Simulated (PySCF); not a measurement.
Compound: C2H2BF3.
SMILES: `C=C(F)B(F)F`

Method: PBE0-D3(BJ)/def2-SVP geometry optimisation, gas phase (PySCF 2.14.0).

Masses are those of the commonest isotopes; rigid-rotor values at the optimised geometry. 

**Question.** Give the principal moments of inertia and the rotational constants in MHz.

**Answer.** Ia = 95.37, Ib = 165.81, Ic = 261.19 u·Å²; 505379 MHz·u·Å²/I gives A = 5299, B = 3048, C = 1935 MHz.

**Question.** Classify the top.

**Answer.** An asymmetric top: κ = (2 × 3048 − 5299 − 1935)/(5299 − 1935) = -0.34.

**Question.** What does the inertial defect say?

**Answer.** Planar: Δ = Ic − Ia − Ib = 0.00 u·Å². For a rigid frame Δ = −2 Σ m c², so it vanishes when all atoms lie in the ab plane; here none is more than 0.01 Å from it.

**Question.** Give the coordinates in the principal-axis frame, origin at the centre of mass.

**Answer.** The sense of each axis is arbitrary; atoms in the order of the calculation.
```tsv
atom	mass (u)	a (Å)	b (Å)	c (Å)
C1	12.000	-1.482	1.314	-0.003
C2	12.000	-0.842	0.142	0.000
F3	18.998	-1.532	-1.006	0.002
B4	11.009	0.712	-0.001	0.001
F5	18.998	1.295	-1.178	-0.002
F6	18.998	1.476	1.074	0.002
H7	1.008	-0.905	2.239	-0.004
H8	1.008	-2.574	1.367	-0.004
```

**Question.** List the rotational levels J(Ka,Kc) to J = 5 (K).

**Answer.** Above 0(0,0), as E/k:
J = 1: 1(0,1) 0.239, 1(1,1) 0.347, 1(1,0) 0.401
J = 2: 2(0,2) 0.702, 2(1,2) 0.772, 2(1,1) 0.932, 2(2,1) 1.256, 2(2,0) 1.272
J = 3: 3(0,3) 1.365, 3(1,3) 1.401, 3(1,2) 1.718, 3(2,2) 1.974, 3(2,1) 2.044, 3(3,1) 2.656, 3(3,0) 2.659
J = 4: 4(0,4) 2.211, 4(1,4) 2.226, 4(1,3) 2.741, 4(2,3) 2.918, 4(2,2) 3.098, 4(3,2) 3.637, 4(3,1) 3.656, 4(4,1) 4.559, 4(4,0) 4.560
J = 5: 5(0,5) 3.238, 5(1,5) 3.244, 5(1,4) 3.975, 5(2,4) 4.080, 5(2,3) 4.425, 5(3,3) 4.862, 5(3,2) 4.932, 5(4,2) 5.789, 5(4,1) 5.793, 5(5,1) 6.971, 5(5,0) 6.971
Those of J = 1 are B + C, A + C and A + B.

**Question.** Which lines would a microwave search look for?

**Answer.** The dipole components are |μa| = 0.79 D, |μb| = 1.51 D, |μc| = 0.00 D; the mirror of this Cs structure is the ab plane, so μc vanishes by symmetry and there are no c-type lines. The squared components, which scale the intensities, stand as 0.28 : 1.00 (a : b). Some of the stronger lines:

```csv
type,branch,"J(Ka,Kc)",MHz,lower level (cm⁻¹)
a,Q,"2(2,0) ← 2(2,1)",322,0.873
a,Q,"1(1,0) ← 1(1,1)",1113,0.241
a,Q,"2(1,1) ← 2(1,2)",3339,0.537
b,Q,"1(1,0) ← 1(0,1)",3364,0.166
b,Q,"2(1,1) ← 2(0,2)",4799,0.488
a,R,"1(0,1) ← 0(0,0)",4983,0.000
b,Q,"2(2,0) ← 2(1,1)",7075,0.648
b,R,"1(1,1) ← 0(0,0)",7234,0.000
b,R,"2(0,2) ← 1(1,1)",7393,0.241
a,R,"2(1,2) ← 1(1,1)",8853,0.241
a,R,"2(0,2) ← 1(0,1)",9644,0.166
b,Q,"2(2,1) ← 2(1,2)",10092,0.537
a,R,"2(1,1) ← 1(1,0)",11079,0.278
b,R,"2(1,2) ← 1(0,1)",11104,0.166
b,R,"2(2,1) ← 1(1,0)",17832,0.278
b,R,"2(2,0) ← 1(1,1)",19266,0.241
```

**Question.** Estimate the classical rotational partition function at 25 K, 50 K and 500 K.

**Answer.** Point group Cs, symmetry number σ = 1; q = (√π/σ)·√((kT/h)³/(ABC)), k/h = 20836.6 MHz/K: 3770 at 25 K, 10700 at 50 K, 337000 at 500 K.

No frequency check. Zero-point vibration and centrifugal distortion are left out. Quadrupole hyperfine structure (11B) is left out.

Conformer computed: `[CH2:1]=[C:2]([F:3])[B:4]([F:5])[F:6]`: C1–C2–B4–F5 180°.
